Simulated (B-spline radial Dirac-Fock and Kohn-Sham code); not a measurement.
## Auger decay of the L2 hole in Tb⁺

System: terbium as Tb⁺ in the configuration [Xe] 4f8 6s1 6p1 (not the ground configuration).

These are calculated numbers from a radial B-spline solver; the model is a relativistic independent-particle model: LDA orbitals of the hole state, radiative multipoles to third order, Auger rates from the Coulomb interaction with a continuum orbital, Dirac-Fock energies. Kinetic energies are configuration averages from the vacuum level; the two-hole energies are estimated from single-hole states.

```
transition  kinetic energy (eV)  width (meV)  share (%)
   L2-L3N2                359.8          175        5.4
   L2-L3N4                528.5          248        7.6
   L2-M1M2               4449.9         88.2        2.7
   L2-M2M3               4798.2          263        8.1
   L2-M2M4               5138.5          139        4.2
   L2-M2M5               5164.7          234        7.2
   L2-M3M4               5288.8          183        5.6
   L2-M4M4               5622.5          153        4.7
   L2-M4M5               5654.5          654       20.0
   L2-M4N5               6776.7          113        3.5
```

The listed channels hold 69 % of the non-radiative rate. Summed by principal shells, of 3.26 eV in all: LMM 57.7 %, LMN 19.7 %, LLN 18.3 %, LNN 1.7 %, LMO 1.2 %, LLO 1.2 %.
